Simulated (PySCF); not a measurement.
# Ga⁺ (gallium, charge +1): UHF calculation

Configuration: [Ar] 3d9 4s2 4p1, one real determinant (an excited configuration). Computed with PySCF 2.14 in x2c-TZVPPall, with the spin-free X2C one-electron Hamiltonian (Gaussian nucleus).

| Quantity | Value |
| --- | --- |
| Total energy | -1941.260150 hartree |
| One-electron energy | -2687.2988 hartree |
| Hartree (Coulomb) energy | 819.9840 hartree |
| Exchange energy | -73.9453 hartree |
| ⟨S²⟩ | 2.0109 |
| ⟨L²⟩ | 8.032 |
| Sum of ⟨r⟩ | 20.68 bohr |
| Sum of ⟨r²⟩ | 29.45 bohr² |
| Traceless quadrupole moment −½Σ⟨3z² − r²⟩ along its main axis | -3.24 e·bohr² |
| Langevin diamagnetic susceptibility | -23.3 ×10⁻⁶ cm³/mol |

| shell | electrons | mean orbital energy (eV) | spread (eV) | rms radius, mean of both spins (bohr) |
| --- | --- | --- | --- | --- |
| 1s α | 1 | -10461.8 | 0 | 0.0560 |
| 1s β | 1 | -10461.7 | 0 | 0.0560 |
| 2s α | 1 | -1363.5 | 0 | 0.235 |
| 2s β | 1 | -1362.0 | 0 | 0.235 |
| 2p α | 3 | -1185.2 | 1.626 | 0.211 |
| 2p β | 3 | -1183.8 | 0.125 | 0.211 |
| 3s α | 1 | -200.11 | 0 | 0.692 |
| 3s β | 1 | -196.68 | 0 | 0.692 |
| 3p α | 3 | -143.92 | 2.949 | 0.727 |
| 3p β | 3 | -139.78 | 2.338 | 0.727 |
| 3d α | 5 | -51.833 | 3.054 | 0.844 |
| 3d β | 4 | -49.830 | 1.527 | 0.844 |
| 4s α | 1 | -24.063 | 0 | 2.30 |
| 4s β | 1 | -21.442 | 0 | 2.30 |
| 4p α | 1 | -15.611 | 0 | 2.82 |

⟨L²⟩ = 8.03 against 12 for a pure F term, so this real determinant mixes terms.

Densities and radii are taken from the X2C orbitals without a picture-change correction, which distorts them close to the nucleus.

Spin-orbit constants ζ (cm⁻¹) from the X2C one-electron operator on these orbitals: bare nucleus, nucleus screened by l(l+1)(2l+1)/3 electrons, and screened by the Breit-Pauli mean field of the electrons.

```tsv
shell	bare	screened nucleus	mean field
2p	154000	144100	139500
3p	20820	19480	18750
3d	2234	1514	1392
4p	1131	1058	1011
```

To first order the Landé constant is A = -295.7 cm⁻¹, so the lowest level has J = 4 and lies 0.110 eV below the centre of the term. This holds in LS coupling only.
